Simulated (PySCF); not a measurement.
## How methods differ on the ionisation energy of Mo

Mo [Kr] 4d5 5s1 (7S) → Mo⁺ [Kr] 4d5 (6S), as a difference of total energies. Calculation: PySCF 2.14, in aug-cc-pwCVDZ-PP with ECP28MDF (6s6p5d3f, 70 functions); scalar relativity through the core potential. Correlated levels: valence: 4s2 4p6 frozen; valence and next inner shell: nothing frozen outside the core potential. The calculations carry no spin-orbit coupling.

| method | ionisation energy (eV) |
| --- | --- |
| UHF | 6.246 |
| LDA | 7.783 |
| PBE | 7.524 |
| PBE0 | 7.247 |
| PBEsol | 7.574 |
| CAM-B3LYP | 7.047 |
| TPSSh | 7.257 |
| MP2 (valence) | 6.785 |
| SCS-MP2 (valence) | 6.426 |
| MP2 (valence and next inner shell) | 7.117 |
| SCS-MP2 (valence and next inner shell) | 6.732 |

Task: Estimate what BP86 gives.

Result: 7.671 eV, closest to PBEsol among the rows shown.

Task: Estimate what r2SCAN gives.

Result: 7.574 eV, closest to PBEsol among the rows shown.

Errors of the correlated levels include the incompleteness of this basis and the frozen core.

For comparison: 7.092 eV (measured; NIST Atomic Spectra Database, ionization energies).
